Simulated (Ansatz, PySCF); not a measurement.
Ga(Br)(OH)2 (BrGaH₂O₂), SMILES [OH][Ga]([OH])[Br]. Atoms are numbered in the order given.

```xyz
6

Ga    -0.0070     0.7591     0.0000
Br     0.0653    -1.5250     0.0000
O     -1.5866     1.5703     0.0000
H     -1.5066     2.5345     0.0000
O      1.4699     1.7557     0.0000
H      2.2900     1.2441     0.0000
```

Geometry: B3LYP-D3(BJ)/def2-SVP. The values are those of a single conformer.

Two levels are set side by side: PBE-D3(BJ)/def2-SVP (Ansatz, an electronic-structure program) and B3LYP-D3(BJ)/def2-SVP (Ansatz). Each level has its own optimised geometry; the coordinates shown are those of the second. Frequencies come from the Hessian of PySCF at each geometry. Differences are taken from unrounded values.

```
quantity                            B3LYP-D3(BJ)  PBE-D3(BJ)  PBE-D3(BJ) minus B3LYP-D3(BJ)
----------------------------------  ------------  ----------  -----------------------------
mean bond length (Å)                       1.555       1.565                          0.010
bond Ga1–Br2 (Å)                           2.285       2.288                          0.003
bond Ga1–O3 (Å)                            1.776       1.789                          0.014
bond Ga1–O5 (Å)                            1.782       1.796                          0.014
bond O3–H4 (Å)                             0.967       0.977                          0.009
bond O5–H6 (Å)                             0.967       0.976                          0.009
highest harmonic wavenumber (cm⁻¹)          3844        3728                           -116
mean harmonic wavenumber (cm⁻¹)             1018         990                            -27
zero-point energy (kcal/mol)               17.46       16.99                          -0.47
```

GGA bonds tend to be longer and softer than those of functionals with exact exchange. Differences between two approximate levels are no errors against the true value.
